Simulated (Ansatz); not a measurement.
AlBH4S2, SMILES `[AlH2][S]BS`, one more setting.

```yaml
crystal:
  periodic: [false, false, false]
  atoms:
    - {symbol: Al, position_ang: [-0.777723, 1.516463, -0.087159]}
    - {symbol: S, position_ang: [1.249129, 0.810710, 0.347856]}
    - {symbol: B, position_ang: [1.272028, -0.993416, 0.223067]}
    - {symbol: S, position_ang: [-0.010954, -2.163968, -0.165017]}
    - {symbol: H, position_ang: [-1.950147, 0.513653, -0.441027]}
    - {symbol: H, position_ang: [-0.975758, 3.079259, -0.021657]}
    - {symbol: H, position_ang: [2.331514, -1.498073, 0.437785]}
    - {symbol: H, position_ang: [-1.045988, -1.321829, -0.349648]}
basis:
  gaussian: {orbitals: def2-SVPD}
total_charge: 1
magnetization: {spin_polarized: true, initial_magnetization: 1}
hamiltonian: {xc: {name: PBE0-DH}}
scf: {lower_state_search: full}
output: {forces: true}
```

```sh
$ ansatz run in.yaml --threads 2 --pin off --events-out ev --progress --plain --max-ram 4352MiB
```

It prints (some lines left out):

```
Functional definition: PBE0-DH
1220 factors; integrals over basis functions are off by at most 9.3e-4 eV
mean field evaluation 1: about -28970.6435 eV, gradient 2.4e1 eV
mean field evaluation 2: about -28970.7025 eV, gradient 2.4e1 eV
mean field evaluation 4: about -28976.1177 eV, gradient 8.1e0 eV
mean field evaluation 8: about -28976.8566 eV, gradient 6.4e-1 eV
mean field evaluation 16: about -28976.8676 eV, gradient 1.5e-2 eV
mean field evaluation 224: about -28976.8676 eV, gradient 9.1e-3 eV
mean field evaluation 256: about -28976.8676 eV, gradient 5.8e-3 eV
mean field -28976.86764929 eV, -1064.8802448852 hartree, gradient 7.3e-6 eV, S^2 0.799671; 12 other end points of the search recorded, 0 dependent functions left out
16 core orbitals not correlated: weight in the atoms' cores, before any rotation towards them, 1.000 or more for the frozen orbitals, at most 0.000 for the correlated occupied ones
reference -28976.86768462 eV, -1064.8802461833 hartree; 11, 10 occupied and 103, 104 virtual orbitals, 1220 factors
second order -14.46799682 eV of doubles, -0.00000000 eV of singles
Total energy: -28978.67618422 eV, -1064.9467073178 hartree
Atom 0 at    -0.777723     1.516463    -0.087159 Å, force    -1.952457     1.133318    -0.387322 eV/Å
Atom 1 at     1.249129     0.810710     0.347856 Å, force     1.020742    -0.711371     0.195840 eV/Å
Atom 2 at     1.272028    -0.993416     0.223067 Å, force     0.923210     0.087371     0.222828 eV/Å
Atom 3 at    -0.010954    -2.163968    -0.165017 Å, force    -0.220870    -0.190189    -0.064924 eV/Å
Atom 4 at    -1.950147     0.513653    -0.441027 Å, force     0.361394    -0.259568     0.069055 eV/Å
Atom 5 at    -0.975758     3.079259    -0.021657 Å, force     0.239965    -0.245394     0.039674 eV/Å
Atom 6 at     2.331514    -1.498073     0.437785 Å, force    -0.027220    -0.013595    -0.006977 eV/Å
Atom 7 at    -1.045988    -1.321829    -0.349648 Å, force    -0.344764     0.199429    -0.068176 eV/Å
Dipole moment:    -0.239729    -0.119604    -0.065682 e Å
```

Run time 53 s (2 threads of an Arm Neoverse V1 on a shared host); peak host memory 0.79 GiB.
